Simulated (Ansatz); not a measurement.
`[F][GeH2][SiH2][SiH3]` + `[OH][Cd][O][SiH3]` → `[SiH3][O][Cd][O][SiH3]` + `[F][GeH2][SiH3]`  (cleavage of the Si–Si bond)

Program: Ansatz. Geometries: PBE0-D4/def2-TZVP. ΔE: electronic, gas phase. CBS: MP2 limit from def2 TZ/QZ plus the TZ coupled-cluster correction, frozen cores. DFT in def2-TZVPP. def2 core potentials past Kr. For Cd, Ge outer-core shells are correlated without core-valence functions, which leaves a few kJ/mol of doubt a bond. Scalar relativity is left out up to krypton. One conformer a species, not always the lowest.

```
             level  ΔE (eV)
         r2SCAN-D4    -0.91
           PBE0-D4    -0.81
               PBE    -0.71
     HF/def2-TZVPP    -1.36
SCS-MP2/def2-TZVPP    -1.15
   CCSD/def2-TZVPP    -1.07
     HF/def2-QZVPP    -1.38
    MP2/def2-QZVPP    -1.06
```

Question: What does CCSD(T)/CBS give? (An estimate is asked.)

Answer: The calculation gave: -0.98 eV. The listed levels differ from it by 0.07, 0.17, 0.27, -0.38, -0.17, -0.09, -0.40, -0.08 eV.

Largest T1 diagnostic among the species: 0.016.

The D4 term adds +0.03 eV with B3LYP and +0.02 eV with PBE0; it sums over pairs of atoms, weighted by their polarisabilities, and B3LYP, whose exchange is more repulsive, gets the larger term. In def2-TZVPP, CCSD(T) changes the Hartree–Fock value by +0.34 eV (the triples alone add +0.05 eV) and MP2 by +0.28 eV.

B3LYP here is the variant with VWN-RPA as its local correlation; programs differ in this.
